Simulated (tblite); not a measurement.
Compound: C7H9OP.
Numbering: `[CH2:1]=[CH:2][C:3]1=[CH:4][P@:5]([CH3:6])(=[O:7])[CH:8]=[CH:9]1` (hydrogens: H10, H11 on C1; H12 on C2; H13 on C4; H14, H15, H16 on C6; H17 on C8; H18 on C9)

Cartesian coordinates in Å at the GFN2-xTB level; atoms count from 1:
```xyz
18
C7H9OP angstrom
C      3.2713    0.1278   -0.6679
C      2.2788   -0.3429    0.0801
C      0.8674   -0.3213   -0.2558
C     -0.0970   -0.7713    0.5727
P     -1.7219   -0.6094   -0.2110
C     -2.5992    0.7610    0.6357
O     -2.5389   -1.8201   -0.3598
C     -0.9654    0.1089   -1.7009
C      0.3555    0.1799   -1.5377
H      3.1126    0.5888   -1.6275
H      4.2945    0.0658   -0.3392
H      2.5039   -0.7933    1.0389
H      0.0724   -1.1888    1.5500
H     -3.4887    0.9931    0.0526
H     -1.9717    1.6407    0.7370
H     -2.9071    0.4000    1.6152
H     -1.5082    0.4228   -2.5756
H      1.0330    0.5646   -2.2831
```

Computed values, GFN2-xTB/tblite, gas phase, harmonic and unscaled. Errors from tens to a few hundred cm⁻¹ against measured bands are possible. One conformer, not necessarily the lowest.

Harmonic wavenumbers (cm⁻¹): 42.0, 95.9, 140.4, 160.1, 206.1, 245.3, 270.9, 315.7, 404.0, 425.8, 479.4, 515.5, 587.0, 670.9, 719.7, 739.9, 763.5, 783.0, 798.8, 842.5, 854.4, 884.8, 897.2, 897.6, 1005.1, 1008.1, 1079.4, 1095.2, 1219.6, 1262.7, 1295.2, 1299.7, 1335.4, 1411.8, 1417.6, 1430.3, 1553.0, 1621.6, 1664.3, 3005.3, 3008.1, 3042.2, 3054.2, 3093.1, 3107.6, 3110.3, 3113.4, 3135.8.

A = 3369, B = 840.7, C = 810.1 MHz; mass 140.039 u (most abundant isotopes); point group C1, symmetry number 1.

Question: What is the zero-point energy?

Answer: ½Σν̃ = 30055 cm⁻¹ = 85.93 kcal/mol.

Question: Entropy at 273.15 K, 1 bar (ideal gas, RRHO, classical rotation)?

Answer: Translation 40.31, rotation 29.07, vibration 24.71: S = 94.1 cal/(mol K).

Question: And Cp and H(273.15 K) − H(0)?

Answer: Cp = 36.15 cal/(mol K), of which vibrations give 28.20 (their classical limit is 48 R = 95.4); H(273.15 K) − H(0) = 5.88 kcal/mol without the zero-point energy, 3.71 from vibrations.

Question: How do the functions run with temperature in this model?

Answer: 
| T (K) | S (cal/(mol K)) | Cp (cal/(mol K)) | H − H(0) (kcal/mol) | G − H(0) (kcal/mol) | ln q(vib) |
| --- | --- | --- | --- | --- | --- |
| 50 | 58.5 | 12.2 | 0.48 | -2.44 | 0.45 |
| 100 | 68.6 | 17.8 | 1.23 | -5.63 | 1.45 |
| 298.15 | 97.4 | 38.8 | 6.82 | -22.22 | 6.23 |
| 373.15 | 106.9 | 46.3 | 10.02 | -29.88 | 8.13 |
| 500 | 122.0 | 56.8 | 16.59 | -44.41 | 11.37 |
| 750 | 147.9 | 70.6 | 32.66 | -78.25 | 17.55 |
| 1000 | 169.5 | 79.4 | 51.49 | -118.00 | 23.27 |

q(vib) and H(0) count from the zero-point level.

Question: What must be added to the electronic energy to get the Gibbs energy at 273.15 K and 1 bar?

Answer: ZPE + [H(273.15 K) − H(0)] − T·S = 85.93 + 5.88 − 25.70 = 66.11 kcal/mol.

Question: Which modes carry the vibrational entropy at 273.15 K?

Answer: 42.0 cm⁻¹: 4.99; 95.9 cm⁻¹: 3.37; 140.4 cm⁻¹: 2.63; 160.1 cm⁻¹: 2.38; 206.1 cm⁻¹: 1.92; 245.3 cm⁻¹: 1.61 cal/(mol K); the other 42 give 7.82 together.

Hindered rotation and anharmonicity are outside this model. Other conformers, if any are populated, would add a mixing term that is left out. The structure is chiral; the term R ln 2 for an equal mix with its mirror image is left out.
